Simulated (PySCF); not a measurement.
Ga(I)(Me)2 (C2H6GaI), SMILES [CH3][Ga]([CH3])[I].

Geometry optimised at PBE0-D3(BJ)/def2-SVP. The structure was generated by enumeration; whether it is a known compound was not checked. The def2 effective core potentials stand for the cores of I; spin–orbit coupling is left out.

Two levels are set side by side: TDDFT-PBE/def2-SVPD (PySCF) and TDDFT-CAM-B3LYP/def2-SVPD (PySCF). Vertical, same geometry. The lowest singlet is HOMO→LUMO 100 % with PBE and HOMO→LUMO 96 % with the other functional; states are paired by order. Differences are taken from unrounded values.

| quantity | TDDFT-CAM-B3LYP | TDDFT-PBE | TDDFT-PBE minus TDDFT-CAM-B3LYP |
|---|---|---|---|
| lowest singlet excitation (eV) | 4.86 | 4.08 | -0.78 |
| lowest triplet excitation (TDA) (eV) | 4.73 | 3.98 | -0.75 |
| first bright state (f over 0.05) (eV) | 5.74 | 4.98 | -0.75 |
| its oscillator strength | 0.08 | 0.06 | -0.02 |

A lower first singlet is the usual sign of a functional without exact exchange. Differences between two approximate levels are no errors against the true value.

Rough cost on one machine, each run with all the roots and properties that it gave: TDDFT-CAM-B3LYP against TDDFT-PBE about 6 times.
